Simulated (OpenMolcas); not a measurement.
Levels of F+ by method

* Program: OpenMolcas
* Basis: ANO-RCC-VTZP [4s3p2d1f]
* Scalar Hamiltonian: DKH2, point nucleus
* Active space: 6 electrons in 4 orbitals (2s 2p)
* State averaging: 2S+1 = 3 even, 3 roots; 2S+1 = 1 even, 6 roots kept (CI in the orbitals of an earlier block); 2S+1 = 3 odd, 3 roots; 2S+1 = 1 odd, 3 roots kept (CI in the orbitals of an earlier block)
* Spin-orbit coupling: state interaction with AMFI integrals over the reference wave functions, term energies averaged over their components

Methods on the same reference wave functions:
A. CASSCF
B. SS-CASPT2, IPEA 0.25 Eh, imaginary shift 0.1 Eh (closed shells correlated: 1s)

Energies in cm⁻¹ above 2s² 2p⁴ ³P₂, the measured ground level; measured values from NIST Handbook of Basic Atomic Spectroscopic Data.

```tsv
Level	A	B	Measured
2s² 2p⁴ ³P₂	0.0	0.0	0.0
2s² 2p⁴ ³P₁	323	323	341
2s² 2p⁴ ³P₀	479	479	490
2s² 2p⁴ ¹D₂	22811	21200	20873
2s² 2p⁴ ¹S₀	42724	44830	44918
2s 2p⁵ ³P°₂	175858	167070	164798
2s 2p⁵ ³P°₁	176172	167380	165107
2s 2p⁵ ³P°₀	176329	167540	165279
2s 2p⁵ ¹P°₁	260354	241790
```

Deviations, from unrounded energies. A percentage is the sum of absolute deviations over the sum of measured energies, with the sign that they share, or ± where signs differ.

| Against measurement | Levels | A | B |
| --- | --- | --- | --- |
| mean absolute deviation (cm-1) | 7 | 5300 | 1000 |
| fine structure of the ground term (%) | 2 | -3.5 | -3.5 |
| other terms of the ground configuration (%) | 2 | ±6.3 | ±0.6 |
| other configurations (%) | 3 | +6.7 | +1.4 |

B lies closest to measurement on these levels. The largest miss of B in the table is 2s 2p⁵ ³P°₁, by +2300 cm-1. The ranking rests on the paired levels alone, and a cruder setting can come out closer through cancelling errors.

From A to B the spin-free energies of the other terms of 2s² 2p⁴ shown, above ³P, scale by factors of 0.93 to 1.05.

The lowest spin-free term lies below A's lowest term by 0.158 hartree in B.

CASPT2 breaks the degeneracy within a term, and the mean is taken; among the terms shown or strongly mixed into the levels shown the widest spread is 69 cm-1 (2s² 2p⁴ ¹D, B). Terms from blocks run as CI alone lack orbitals of their own. Without dynamic correlation excited terms often stand tens of per cent too high (terms of higher spin than the ground term too low), and those without a measured partner can miss by more than the paired ones (holds for A). Measured partners are found by configuration, term and J. A level has none where our copy of the source lacks it or the pairing is in doubt (some pairs that miss far off the trend of their configuration count as doubtful), and it then counts in no deviation. Levels of configurations outside the active space are missing.

° marks odd parity.
